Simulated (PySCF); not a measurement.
This PySCF input asks for the NMR shieldings of `InChI=1S/C6H9F3Si/c1-2-5(4-10)3-6(7,8)9/h1,5H,3-4H2,10H3/t5-/m1/s1`; the geometry comes from GFN2-xTB.

```python
import basis_set_exchange as bse
import numpy as np
from pyscf import gto, dft
from pyscf.prop import nmr

atoms = """
C     0.067501    2.524370   -0.140237
C     0.003650    1.329988   -0.135228
C    -0.068546   -0.118956   -0.071114
C     1.179850   -0.682027    0.616383
Si    2.787437   -0.345913   -0.353554
C    -1.339090   -0.548615    0.687187
C    -2.610309   -0.237126   -0.075162
F    -3.686079   -0.769857    0.536277
F    -2.601153   -0.743195   -1.319443
F    -2.863796    1.071210   -0.197493
H     0.117060    3.571567   -0.168843
H    -0.123237   -0.512089   -1.093826
H     1.052937   -1.759593    0.739135
H     1.250532   -0.258480    1.619862
H     2.659999   -0.958694   -1.678047
H     3.884644   -0.974144    0.384019
H     3.007108    1.092342   -0.474563
H    -1.327623   -1.628668    0.852277
H    -1.400691   -0.042869    1.653177
"""
names = dict.fromkeys(["C", "Si", "F", "H"], "pcSseg-1")
basis = {el: gto.basis.parse(bse.get_basis(n, elements=[el], fmt="nwchem")) for el, n in names.items()}
mol = gto.M(atom=atoms, basis=basis, charge=0, verbose=0)
mf = dft.RKS(mol, xc="PBE0")
mf.grids.level = 2
mf.grids.alignment = dft.numint.BLKSIZE   # the property module wants whole blocks of grid points
mf.conv_tol = 1e-9
mf.kernel()

calc = nmr.RKS(mf)   # GIAO
C = mf.mo_coeff
Co = C[:, mf.mo_occ > 0]
resp = mf.gen_response(singlet=True, hermi=2)
def vind(x):   # induced exchange potential for any number of trial vectors
    d = np.einsum("pi,xij,qj->xpq", C, 2 * x.reshape(-1, C.shape[1], Co.shape[1]), Co, optimize=True)
    return np.einsum("xpq,pi,qj->xij", resp(d - d.transpose(0, 2, 1)), C, Co, optimize=True).ravel()
mo1, _ = nmr.rhf.solve_mo1(calc, with_cphf=vind)
sigma = calc.kernel(mo1)
for i, s in enumerate(sigma):   # ppm
    print("%2d %-2s %9.2f" % (i, mol.atom_pure_symbol(i), np.trace(s) / 3))
```

**Question.** What are the results?

**Answer.** 
```
 0 C     105.36
 1 C      97.16
 2 C     160.41
 3 C     167.93
 4 Si    421.74
 5 C     137.92
 6 C      51.86
 7 F     245.21
 8 F     260.31
 9 F     249.93
10 H      29.92
11 H      28.98
12 H      30.99
13 H      30.75
14 H      27.88
15 H      27.84
16 H      27.40
17 H      29.62
18 H      29.37
```

These numbers come from an equivalent density-fitted implementation of the same equations, which agrees with the script to about 0.01 ppm for H and up to a few tenths of a ppm for heavy atoms, so last digits may differ.

**Question.** Turn these shieldings into chemical shifts. Shifts are taken against calculated references (same method and geometry level): ¹³C (186.93 ppm) and ²⁹Si (349.16 ppm) and ¹H (31.72 ppm) vs TMS; ¹⁹F (170.95 ppm) vs CFCl3.

**Answer.** Averaging equivalent atoms: C 6: 135.1; C 1: 89.8; C 0: 81.6; C 5: 49.0; C 2: 26.5; C 3: 19.0; Si 4: -72.6; F 7/8/9: -80.9; H 14/15/16: 4.01; H 11: 2.73; H 18: 2.35; H 17: 2.10; H 10: 1.80; H 13: 0.97; H 12: 0.73 ppm. Unscaled 19F shifts against computed CFCl3 carry errors that often reach 10 to 50 ppm.

Size and cost of the density-fitted run: 222 basis functions, 80 s wall time on 1 thread of an Arm Neoverse N1, shared host; peak memory 1 GiB.
